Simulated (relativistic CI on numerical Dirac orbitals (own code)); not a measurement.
## Ta⁷¹⁺: computed level list

These numbers are calculated, not measured: Dirac-Coulomb-Breit CI, separate exchange-only KLI orbitals for each configuration, a model potential for QED, unscaled Slater integrals (own radial code, finite nucleus).

CI space: 1s2, 1s 2s, 1s 2p, 1s 3s, 1s 3p, 1s 3d, 1s 4s, 1s 4p, 1s 4d, 1s 4f, 1s 5s, 1s 5p, 1s 5d, 1s 5f, 1s 5g, 1s 6s, 1s 6p, 1s 6d, 2s2. Levels of other configurations are missing.

```csv
No.,Configuration,Term,J,E (eV),%,Landé g,Lifetime (s),jj configuration (%)
1,1s2,1S,0,0.0,100,,,closed (100)
2,1s 2s,3S,1,57269.0,100,1.875,1.09e-13,1s 2s (100)
3,1s 2p,3P°,1,57382.5,68,1.211,8.74e-17,1s 2p1/2 (100)
4,1s 2s,1S,0,57417.3,100,,,1s 2s (100)
5,1s 2p,3P°,0,57419.7,100,,,1s 2p1/2 (100)
6,1s 2p,3P°,2,58863.4,100,1.422,2.70e-14,1s 2p3/2 (100)
7,1s 2p,1P°,1,58912.9,68,1.166,4.67e-17,1s 2p3/2 (100)
8,1s 3s,3S,1,68341.5,100,1.889,3.28e-15,1s 3s (100)
9,1s 3p,3P°,1,68371.8,68,1.226,2.82e-16,1s 3p1/2 (100)
10,1s 3s,1S,0,68381.0,100,,3.41e-15,1s 3s (100)
11,1s 3p,3P°,0,68381.5,100,,1.35e-15,1s 3p1/2 (100)
12,1s 3p,3P°,2,68812.7,100,1.437,1.84e-15,1s 3p3/2 (100)
13,1s 3d,3D,2,68822.4,60,1.036,5.04e-16,1s 3d3/2 (100)
14,1s 3d,3D,1,68826.4,100,0.529,5.20e-16,1s 3d3/2 (100)
15,1s 3p,1P°,1,68827.5,68,1.192,1.52e-16,1s 3p3/2 (100)
16,1s 3d,3D,3,68949.1,100,1.287,5.77e-16,1s 3d5/2 (100)
17,1s 3d,1D,2,68952.1,60,1.082,5.54e-16,1s 3d5/2 (100)
18,1s 4s,3S,1,72139.6,100,1.894,4.95e-15,1s 4s (100)
19,1s 4p,3P°,1,72151.8,68,1.231,6.58e-16,1s 4p1/2 (100)
20,1s 4s,1S,0,72155.6,100,,5.03e-15,1s 4s (100)
21,1s 4p,3P°,0,72155.7,100,,2.33e-15,1s 4p1/2 (100)
22,1s 4p,3P°,2,72336.5,100,1.443,3.04e-15,1s 4p3/2 (100)
23,1s 4d,3D,2,72340.6,60,1.042,1.15e-15,1s 4d3/2 (100)
24,1s 4d,3D,1,72342.3,100,0.538,1.19e-15,1s 4d3/2 (100)
25,1s 4p,1P°,1,72342.7,68,1.201,3.56e-16,1s 4p3/2 (100)
26,1s 4d,3D,3,72394.4,100,1.293,1.34e-15,1s 4d5/2 (100)
27,1s 4f,3F°,3,72394.6,57,1.006,2.55e-15,1s 4f5/2 (100)
28,1s 4f,3F°,2,72395.4,100,0.690,2.56e-15,1s 4f5/2 (100)
29,1s 4d,1D,2,72395.7,60,1.090,1.26e-15,1s 4d5/2 (100)
30,1s 4f,3F°,4,72420.7,100,1.217,2.64e-15,1s 4f7/2 (100)
31,1s 4f,1F°,3,72421.2,57,1.052,2.64e-15,1s 4f7/2 (100)
32,1s 5s,3S,1,73868.1,100,1.896,7.96e-15,1s 5s (100)
33,1s 5p,3P°,1,73874.1,68,1.233,1.27e-15,1s 5p1/2 (100)
34,1s 5s,1S,0,73876.1,100,,7.92e-15,1s 5s (100)
35,1s 5p,3P°,0,73876.1,100,,4.01e-15,1s 5p1/2 (100)
36,1s 5p,3P°,2,73968.0,100,1.445,5.10e-15,1s 5p3/2 (100)
37,1s 5d,3D,2,73970.1,60,1.045,2.18e-15,1s 5d3/2 (100)
38,1s 5d,3D,1,73971.0,100,0.543,2.28e-15,1s 5d3/2 (100)
39,1s 5p,1P°,1,73971.2,68,1.206,6.87e-16,1s 5p3/2 (100)
40,1s 5d,3D,3,73997.7,100,1.295,2.57e-15,1s 5d5/2 (100)
41,1s 5f,3F°,3,73997.8,57,1.009,4.88e-15,1s 5f5/2 (100)
42,1s 5f,3F°,2,73998.2,100,0.693,4.89e-15,1s 5f5/2 (100)
43,1s 5d,1D,2,73998.3,60,1.094,2.41e-15,1s 5d5/2 (100)
44,1s 5f,3F°,4,74011.2,100,1.220,5.07e-15,1s 5f7/2 (100)
45,1s 5g,3G,4,74011.2,55,0.997,8.49e-15,1s 5g7/2 (100)
46,1s 5g,3G,3,74011.4,100,0.769,8.50e-15,1s 5g7/2 (100)
47,1s 5f,1F°,3,74011.5,57,1.055,5.07e-15,1s 5f7/2 (100)
48,1s 5g,3G,5,74019.1,100,1.175,8.62e-15,1s 5g9/2 (100)
49,1s 5g,1G,4,74019.3,55,1.037,8.63e-15,1s 5g9/2 (100)
50,1s 6s,3S,1,74795.2,100,1.897,1.24e-14,1s 6s (100)
51,1s 6p,3P°,1,74798.7,68,1.234,2.18e-15,1s 6p1/2 (100)
52,1s 6p,3P°,0,74799.8,100,,6.43e-15,1s 6p1/2 (100)
53,1s 6s,1S,0,74799.8,100,,1.22e-14,1s 6s (100)
54,1s 6p,3P°,2,74852.7,100,1.447,8.13e-15,1s 6p3/2 (100)
55,1s 6d,3D,2,74853.9,60,1.046,3.73e-15,1s 6d3/2 (100)
56,1s 6d,3D,1,74854.4,100,0.545,3.89e-15,1s 6d3/2 (100)
57,1s 6p,1P°,1,74854.5,68,1.208,1.18e-15,1s 6p3/2 (100)
58,1s 6d,3D,3,74869.8,100,1.297,4.38e-15,1s 6d5/2 (100)
59,1s 6d,1D,2,74870.2,60,1.096,4.12e-15,1s 6d5/2 (100)
```

Energies count from the lowest computed level; ° marks odd parity; lifetimes are radiative, by E1, M1, E2, M2 decay to levels of this space only; some are left blank where a channel outside the calculation adds to the decay or the decay crosses a small, uncertain gap. Filled j subshells are mostly left out of the jj labels.

The mean weight of the leading LS term, summed over parents, in these 59 levels is 85 %, and that of the leading jj configuration (from the same eigenvectors) 100 %, so jj coupling describes them better and the LS labels are nominal.

At this charge energies of transitions that change n are usually good to better than 1 %, and those within a shell (Δn = 0) to a few per cent.

LS names give the leading component of a level, which can be under half, so a name can repeat, a term be missing and a line seem to break the LS rules.
